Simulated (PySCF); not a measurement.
Run record: EPR job, `[C@@H]1([C@](C)([C](C)C1)F)N` [radical].

Method: UKS B3LYP, pcH-1 on C F H N, non-relativistic, mean-field spin-orbit, GIAO (PySCF 2.14.0). Geometry: GFN2-xTB. The input is one job of a driver script: a line of settings, then coordinates in Å.

Command:
```bash
OMP_NUM_THREADS=1 python probes_run.py task.json out
```

Input:
```
{"job": {"kind": "epr", "basis": "pcH-1"}, "charge": 0, "multiplicity": 2}
C      2.031754    -0.698831    -0.950366
C      0.921589    -0.134798    -0.167765
C      0.832325     1.005553     0.786012
C     -0.708332     0.862962     0.763924
N     -1.399939     2.039395     0.315951
C     -0.549126    -0.333651    -0.238237
C     -1.117292    -1.683454     0.169392
F     -1.105851    -0.020529    -1.500928
H      2.968658    -0.609428    -0.402145
H      1.843134    -1.746765    -1.183889
H      2.156457    -0.174928    -1.906505
H      1.181613     1.968003     0.398879
H      1.299844     0.852716     1.762244
H     -1.137285     0.547479     1.718073
H     -2.395489     1.860044     0.239861
H     -1.068843     2.304959    -0.606620
H     -0.745028    -1.954982     1.152827
H     -0.814171    -2.439592    -0.551321
H     -2.203823    -1.634901     0.193151
```

Output:
```
UKS, coarse grid
  cycle   1  E = -389.70972437  |g| = 4.92e-01
  cycle   2  E = -389.64550377  |g| = 6.89e-01
  cycle   3  E = -389.80564956  |g| = 8.53e-02
  cycle   4  E = -389.80801965  |g| = 3.88e-02
  cycle   5  E = -389.80866216  |g| = 6.13e-03
  cycle   6  E = -389.80867795  |g| = 3.55e-03
  cycle   7  E = -389.80868384  |g| = 1.05e-03
  cycle   8  E = -389.80868471  |g| = 3.76e-04
UKS, final grid
  cycle   1  E = -389.80876958  |g| = 4.15e-04
  cycle   2  E = -389.80876954  |g| = 5.48e-04
  cycle   3  E = -389.80876966  |g| = 4.96e-05
  cycle   4  E = -389.80876966  |g| = 1.81e-05
E = -389.80876966 Eh   <S^2> = 0.7541 (exact 0.7500)
g shifts (ppm)      1          2          3
  rmc          -156       -156       -156
  gc             12         43         30
  oz_so         -19        257        802
  total        -163        144        677
hyperfine (MHz)  atom isotope    a_iso     a_fc   dipolar eigenvalues
    0   13C     -30.72     -30.72     -2.22      0.35      1.87
    1   13C      97.25      97.25    -78.60    -77.12    155.72
    2   13C     -32.84     -32.84     -2.82      0.07      2.75
    3   13C       4.43       4.43     -1.53     -1.36      2.89
    4   14N      -0.86      -0.86     -0.23     -0.11      0.34
    5   13C     -16.06     -16.06     -3.27     -0.33      3.60
    6   13C      29.39      29.39     -3.24     -2.87      6.12
    7   19F     207.37     207.37    -83.67    -76.65    160.32
    8    1H      31.91      31.91     -4.56     -4.08      8.64
    9    1H      42.39      42.39     -4.60     -4.24      8.84
   10    1H     142.84     142.84     -5.04     -3.36      8.40
   11    1H     125.11     125.11     -4.53     -3.02      7.55
   12    1H     105.32     105.32     -4.37     -4.17      8.54
   13    1H       1.25       1.25     -2.60     -2.38      4.98
   14    1H      -0.15      -0.15     -1.27     -1.09      2.35
   15    1H       0.10       0.10     -2.26     -1.85      4.11
   16    1H       5.47       5.47     -4.68     -2.06      6.74
   17    1H      -1.54      -1.54     -3.27     -1.91      5.18
   18    1H      12.81      12.81     -2.39     -1.30      3.70
```

rmc, gc and oz_so are the mass-correction, gauge-correction and orbital-Zeeman/spin–orbit parts of the g shift along its three principal axes; a_iso is the isotropic hyperfine coupling and a_fc its Fermi-contact part. The program numbers atoms from 0.

Q: How far is ⟨S²⟩ from the pure-spin value?

A: S = 0.5 gives S(S+1) = 0.75; the run has 0.7541, 0.0041 more.

Summary of the converged run: ⟨S²⟩ 0.754; g_iso 2.0025.

The structure is a single GFN2-xTB conformer in the gas phase; no vibrational or solvent corrections.

On Arm Neoverse V1, one thread, no GPU, on a shared host, this took 1.7 min of wall time (with the writing of density and orbital grids) and 0.97 GiB of memory at its peak.
Labels such as C1 count atoms from 1, the log's own numbers from 0.
